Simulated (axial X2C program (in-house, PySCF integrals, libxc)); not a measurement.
TeO⁺: nuclear properties from DFT to coupled cluster

Computed with an in-house all-electron X2C program for linear molecules (integrals from PySCF): two-component X2C with atomic mean-field Coulomb and Gaunt terms, Gaussian nuclei, basis Te dyall-acv3z, O dyall-av3z with contracted cores.

R = 1.762 Å (near the PBE0 minimum at charge 1 of the determinant lowest at the starting distance; the state shown can have its own minimum elsewhere); state Ω = 1/2 (⟨Sz⟩ = -0.49, ⟨Lz⟩ = 0.99 at PBE0).

```json
{"level": "PBE0", "Eeff magnitude (GV/cm)": "1.81", "Ws magnitude Te (kHz)": "1.53", "A∥/gI Te (MHz)": "3290", "qzz Te (a.u.)": "-1.81", "A∥/gI O (MHz)": "396"}
{"level": "HF", "Eeff magnitude (GV/cm)": "1.38", "Ws magnitude Te (kHz)": "0.891", "A∥/gI Te (MHz)": "1240", "qzz Te (a.u.)": "1.15", "A∥/gI O (MHz)": "571"}
{"level": "B3LYP", "Eeff magnitude (GV/cm)": "2.1", "Ws magnitude Te (kHz)": "1.89", "A∥/gI Te (MHz)": "3260", "qzz Te (a.u.)": "-1.43", "A∥/gI O (MHz)": "397"}
```

Eeff is the effective electric field on the electron electric dipole moment in this Ω state and Ws the scalar–pseudoscalar constant of the nucleus named (defined with the proton number Z and per Ω); A∥ (defined per Ω) follows by multiplying with gI = μI/(I μN); qzz is the electric field gradient, eQq0 = 234.96 MHz × Q/barn × qzz. The operators were transformed with the bare-nucleus X2C matrices; with these basis sets, hyperfine constants and field gradients can be off by tens of per cent, and where levels differ in sign neither size nor sign is settled.

Finite-field MP2, CCSD and CCSD(T), with 21 electrons correlated in 130 natural virtual spinors (MP2 remainder added):

```csv
level,Eeff magnitude (GV/cm),Ws magnitude Te (kHz),A∥/gI Te (MHz),qzz Te (a.u.),A∥/gI O (MHz)
MP2,2.61,2.23,3250,-2.17,385
CCSD,2.03,1.77,3000,-1.84,406
CCSD(T),1.92,1.69,3170,-1.99,389
```

T1 = 0.060 (Lee–Taylor), a sign of multireference character. One unrestricted determinant, the lowest of a limited PBE0 search, is the reference; the functionals treat spin collinearly. Correlation of the inner shells is missing, which matters for properties at the nucleus. Number of frozen shells: Te 4 s, 3 p, 1 d; O 1 s.

Q: By how much does correlation change each value, CCSD(T) against HF?

A: Eeff magnitude 39 %; Ws magnitude Te 90 %; A∥/gI Te 156 %; qzz Te from 1.15 to -1.99, a change of sign; A∥/gI O -32 %.
